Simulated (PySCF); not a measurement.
(F2In-mu-OH)2.
Geometry (PBE0-D3(BJ)/def2-SVP, Å), atoms numbered from 1 in this order:
```xyz
10
F4H2In2O2 angstrom
In     0.394    1.611    0.007
F      0.717    2.665    1.605
F      0.462    2.321   -1.804
O      1.313   -0.300    0.141
In    -0.359   -1.612    0.154
F     -0.549   -2.457   -1.590
F     -0.607   -2.575    1.821
O     -1.269    0.306    0.194
H      2.142   -0.520   -0.298
H     -2.119    0.484   -0.223
```

Computed with TDDFT CAM-B3LYP/def2-SVPD, vertical, gas phase, core orbitals frozen in the response, def2 core potentials past Kr in PySCF 2.14.0, density-fitted response routines. Spin–orbit coupling is left out.

Frontier orbitals with the atoms that hold most of them (Löwdin shares over 4%, at most four atoms; ? is withheld):

```
orbital  ε (eV)                             atoms
 LUMO+2   -0.35  In1 24%, In5 24%, O8 13%, O4 13%
 LUMO+1   -1.07  In1 23%, In5 23%, O4 12%, O8 12%
   LUMO       ?                                 ?
   HOMO  -12.35                                 ?
 HOMO-1  -12.39    F6 22%, F7 21%, F2 18%, F3 14%
 HOMO-2  -12.44    F7 18%, F2 16%, O8 15%, F3 14%
 HOMO-3  -12.47    F7 20%, F2 19%, O4 15%, F3 14%
```

Which atoms hold the HOMO, and with what shares?

O8 (bonded to 2 In and H) 40%; O4 (bonded to 2 In and H) 39%; F6 (bonded to In) 7%; F3 (bonded to In) 5%. By element: oxygen 78%, fluorine 12% or more.

Give the leading atoms of the LUMO.

In1 (bonded to 2 F and 2 O) 26%; In5 (bonded to 2 F and 2 O) 25%; O4 (bonded to 2 In and H) 9%; O8 (bonded to 2 In and H) 9%. By element: indium 51%, oxygen 18%.

What is the LUMO energy, and the HOMO–LUMO gap?

ε(LUMO) = -2.39 eV; the gap is 9.96 eV (0.3659 hartree).

How does S1 compare with the orbital gap of 9.96 eV?

S1 is at 6.47 eV (f = 0.016), 3.49 eV below the gap, made of HOMO→LUMO (89%). 

Next come S2 at 6.55 eV (f 0.0002), HOMO-3→LUMO (55%), HOMO-2→LUMO (27%), HOMO-9→LUMO+1 (10%); S3 at 6.62 eV (f 0.115), HOMO-1→LUMO (48%), HOMO-4→LUMO (22%), HOMO-8→LUMO+1 (11%); S4 at 6.63 eV (f 0.0034), HOMO-5→LUMO (64%), HOMO-4→LUMO+1 (16%); S5 at 6.65 eV (f 0.0008), HOMO-6→LUMO (57%), HOMO-7→LUMO+1 (15%), HOMO-7→LUMO (14%).

Löwdin shares depend on the basis, the more so with diffuse functions.

Time: 5.9 min (grids of density and orbitals included); peak memory 1.3 GiB. Hardware: one thread of an Arm Neoverse V1, shared host with 64 logical CPUs at a one-minute load of 14.

One conformer stands for the species.
